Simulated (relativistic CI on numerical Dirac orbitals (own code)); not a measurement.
## Electric-dipole transitions in Ni¹⁴⁺

Calculated at this level of theory: Dirac-Coulomb-Breit CI, orbitals from a KLI potential per configuration, a model potential for QED, unscaled Slater integrals (own radial code, finite nucleus).

CI space (outside the closed core [Ne]): 3s2 3p2, 3s 3p3, 3s2 3p 3d, 3p4, 3s 3p2 3d, 3p3 3d, 3s 3p 3d2, 3s2 3p 4s, 3s2 3d 4p, 3p3 4s, 3s2 3p 4p, 3p3 4p, 3s 3p 3d 4s, 3s2 3d2, 3s 3d3, 3p2 3d2, 3p 3d3, 3p 3d2 4s, 3p 3d2 4p, 3s2 3d 4s, 3s 3d2 4s. Double excitations out of closed p, d and f shells are left out; levels of such configurations are missing from the list, as are those of other unlisted configurations, and high levels can miss mixing partners.

| λ vac (Å) | Lower | Upper | A (s⁻¹) | E lower (cm⁻¹) | E upper (cm⁻¹) |
| --- | --- | --- | --- | --- | --- |
| 170.07 | 3s 3p3 3D°_3 [9] | 3s 3p2 3d 3F_4 [66] | 6.10e+10 | 340584 | 928578 |
| 170.61 | 3s2 3p2 1D_2 [4] | 3s2 3p 3d 1F°_3 [26] | 8.03e+10 | 65049 | 651196 |
| 172.42 | 3s 3p3 3D°_2 [8] | 3s 3p2 3d 3F_3 [61] | 3.75e+10 | 335614 | 915605 |
| 173.30 | 3s2 3p2 3P_1 [2] | 3s2 3p 3d 3D°_1 [23] | 4.85e+10 | 14619 | 591642 |
| 173.98 | 3s2 3p2 3P_0 [1] | 3s2 3p 3d 3P°_1 [20] | 6.04e+10 | 0 | 574776 |
| 175.50 | 3s 3p3 5S°_2 [6] | 3s 3p2 3d 5P_1 [48] | 7.05e+10 | 250090 | 819879 |
| 176.01 | 3s2 3p2 3P_2 [3] | 3s2 3p 3d 3D°_2 [25] | 3.89e+10 | 27448 | 595582 |
| 176.25 | 3s2 3p2 3P_2 [3] | 3s2 3p 3d 3D°_3 [24] | 7.71e+10 | 27448 | 594822 |
| 176.41 | 3s 3p3 5S°_2 [6] | 3s 3p2 3d 5P_2 [46] | 6.81e+10 | 250090 | 816957 |
| 177.98 | 3s 3p3 5S°_2 [6] | 3s 3p2 3d 5P_3 [45] | 6.63e+10 | 250090 | 811963 |
| 178.95 | 3s 3p3 3S°_1 [14] | 3s 3p2 3d 3P_2 [84] | 6.54e+10 | 486344 | 1045171 |
| 181.04 | 3s2 3p2 1S_0 [5] | 3s2 3p 3d 1P°_1 [27] | 6.82e+10 | 115241 | 667614 |
| 181.83 | 3s2 3p2 3P_1 [2] | 3s2 3p 3d 3P°_2 [19] | 2.73e+10 | 14619 | 564592 |
| 184.18 | 3s 3p3 3D°_3 [9] | 3s 3p2 3d 3D_3 [57] | 3.84e+10 | 340584 | 883522 |
| 192.78 | 3s2 3p2 1D_2 [4] | 3s2 3p 3d 1D°_2 [21] | 4.61e+10 | 65049 | 583767 |
| 193.30 | 3s2 3p 3d 3D°_3 [24] | 3s2 3d2 3F_4 [90] | 7.30e+10 | 594822 | 1112157 |
| 200.42 | 3s2 3p 3d 1F°_3 [26] | 3s2 3d2 1G_4 [97] | 7.56e+10 | 651196 | 1150157 |
| 217.91 | 3s2 3p2 3P_2 [3] | 3s 3p3 3S°_1 [14] | 4.25e+10 | 27448 | 486344 |
| 220.58 | 3s2 3p2 1D_2 [4] | 3s 3p3 1P°_1 [17] | 3.84e+10 | 65049 | 518392 |
| 220.75 | 3s2 3p 3d 3F°_4 [18] | 3s 3p2 3d 3F_4 [76] | 3.41e+10 | 523153 | 976161 |

Terms are leading LS components. Brackets give the number of a level in order of energy, since labels repeat. The list gives strong lines, with weight on those to low levels, without lines whose two gauges differ by over a factor of 2.5, among the lowest 200 of 976 levels, so that lines to higher ones, which can be the strongest, are missing. Levels whose partners in the same complex of configurations lie outside the list can be far off, and so can their lines. Rates are taken at the computed energies, electric ones in the length gauge.

At this charge energies of transitions that change n are usually good to better than 1 %, and those within a shell (Δn = 0) to a few per cent.

LS names give the leading component of a level, which can be under half, so a name can repeat, a term be missing and a line seem to break the LS rules.
